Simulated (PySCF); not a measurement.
Compound: C₅H₄Cl₃N.
Cartesian coordinates in Å at the PBE0-D3(BJ)/def2-SVP level; atoms count from 1:
```xyz
13
C5H4Cl3N angstrom
N     -1.4847    2.5177   -0.4211
C     -1.3418    1.3692   -0.3796
C     -1.1533   -0.0542   -0.3028
C     -0.6627   -0.6881    0.9817
C      0.2444   -0.6288   -0.1964
Cl     0.5400   -2.1127   -1.0786
C      1.4179    0.3144   -0.1635
Cl     1.8958    0.7959   -1.7971
Cl     2.7676   -0.4065    0.7344
H     -1.8466   -0.6377   -0.9153
H     -0.4428   -0.0253    1.8227
H     -1.0800   -1.6614    1.2449
H      1.1355    1.2340    0.3653
```

All values: B3LYP/def2-SVPD (PySCF, non-relativistic), on one gas-phase PBE0-D3(BJ)/def2-SVP geometry that isn't relaxed in the solvent. The solvent is an IEF-PCM continuum (cavity from Bondi-type radii × 1.2), and excitations are vertical TDDFT with non-equilibrium linear response and a frozen core. Specific hydrogen bonds and non-electrostatic terms are outside this model.

Gas-phase singlets (H = HOMO, L = LUMO):

| state | E (eV) | λ (nm) | f | leading configurations |
| --- | --- | --- | --- | --- |
| S1 | 6.316 | 196 | 0.005 | H→L 95% |
| S2 | 6.623 | 187 | 0.007 | H-1→L 79%, H-3→L 10% |
| S3 | 6.636 | 187 | 0.001 | H-2→L 86% |
| S4 | 6.747 | 184 | 0.009 | H-3→L 75%, H-1→L 10% |
| S5 | 6.968 | 178 | 0.006 | H-4→L 81% |

Task: Give the list for chloroform (ε = 4.711), n² = 2.09.

Result: 
| state | E (eV) | λ (nm) | f | leading configurations | change by rank (eV) |
| --- | --- | --- | --- | --- | --- |
| S1 | 6.330 | 196 | 0.008 | H→L 95% | +0.014 |
| S2 | 6.660 | 186 | 0.006 | H-1→L 85% | +0.037 |
| S3 | 6.686 | 185 | 0.002 | H-2→L 84% | +0.050 |
| S4 | 6.795 | 182 | 0.016 | H-3→L 74%, H→L+1 8% | +0.048 |
| S5 | 6.986 | 177 | 0.104 | H→L+1 80%, H-3→L 8% | +0.018 |

Task: How do the frontier levels move from gas to chloroform?

Result: 
```tsv
orbital	gas (eV)	solvent (eV)	change (eV)	Löwdin shares, gas	Löwdin shares, solvent
LUMO+2	-0.28	-0.12	+0.16	N1 19 %, C2 16 %, Cl8 13 %, C4 9 %	N1 25 %, C2 22 %, Cl8 11 %, C3 9 %
LUMO+1	-0.65	-0.52	+0.13	Cl9 23 %, N1 16 %, C2 16 %, C7 10 %	Cl9 22 %, N1 18 %, C2 18 %, C7 10 %
LUMO	-1.16	-0.99	+0.17	Cl6 22 %, Cl8 15 %, Cl9 13 %, C7 12 %	Cl6 19 %, Cl8 18 %, Cl9 15 %, C7 14 %
HOMO	-8.55	-8.38	+0.17	Cl6 44 %, C5 14 %, C3 10 %, N1 9 %	Cl6 45 %, C5 16 %, C3 10 %, N1 8 %
HOMO-1	-8.83	-8.73	+0.10	Cl8 44 %, Cl9 26 %, Cl6 8 %, N1 6 %	Cl8 26 %, Cl6 22 %, Cl9 12 %, N1 10 %
HOMO-2	-8.90	-8.81	+0.09	Cl8 42 %, Cl9 31 %, C7 9 %, Cl6 8 %	Cl8 38 %, Cl9 36 %, C7 9 %, Cl6 7 %
HOMO-3	-8.99	-8.86	+0.13	Cl6 33 %, Cl9 27 %, C4 8 %, Cl8 6 %	Cl9 39 %, Cl8 21 %, Cl6 20 %, C7 5 %
```

The HOMO–LUMO gap goes from 7.39 to 7.39 eV. Rows go by rank; for HOMO-3, HOMO-2, HOMO-1 and HOMO the atom shares or the degeneracy differ between the runs, so the row needn't follow one orbital.
